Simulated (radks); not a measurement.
The numbers below are computed, except where a source is named.
Spherical quantum dot in the effective-mass picture: electrons in a parabolic well V = omega^2 r^2 / 2 with omega = 1.23, with a point charge +1 (a donor) at the centre, all in effective atomic units (hartree* = m*/eps^2 hartree, bohr* = eps/m* bohr), one dielectric constant everywhere. Level of theory: non-relativistic Kohn-Sham, LDA (Slater exchange, Perdew-Wang correlation), spin-polarised, spherical densities (a radial shooting solver with Libxc functionals). Levels are named by radial order and angular momentum (1s, 1p, 1d, 2s, ...), and open shells are averaged over m.

N = 25, configuration 1s2 1p6 1d10 2s2 1f(up 5, down 0). This is the lowest configuration that the search found. Occupied and some empty levels:

level,occupation,eigenvalue (hartree*),<r> (bohr*)
1s up,1,13.109,1.269
1s down,1,13.132,1.243
1p up,3,13.859,1.855
1p down,3,13.911,1.837
2s up,1,14.377,1.840
2s down,1,14.425,1.851
1d up,5,14.521,2.155
1d down,5,14.585,2.147
1f up,5,15.228,2.374
1f down,0,15.296,2.374
2p up,0,15.360,2.074
2p down,0,15.403,2.082
1g up,0,15.987,2.556
1g down,0,16.056,2.559
2d up,0,16.227,2.309
2d down,0,16.271,2.312

Energy (hartree*): total 226.270, kinetic 30.477, external 70.904, Hartree 137.74, exchange-correlation -12.847.

Electron density:

r (bohr*),n(r) (e/bohr*^3)
0.0852,1.397
0.406,0.7305
0.728,0.4189
1.05,0.3207
1.37,0.3257
1.69,0.3393
2.01,0.3038
2.33,0.2173
2.66,0.1191
2.98,0.04890
3.30,0.01480
3.62,0.003279
3.94,0.0005301
4.26,0.00006344
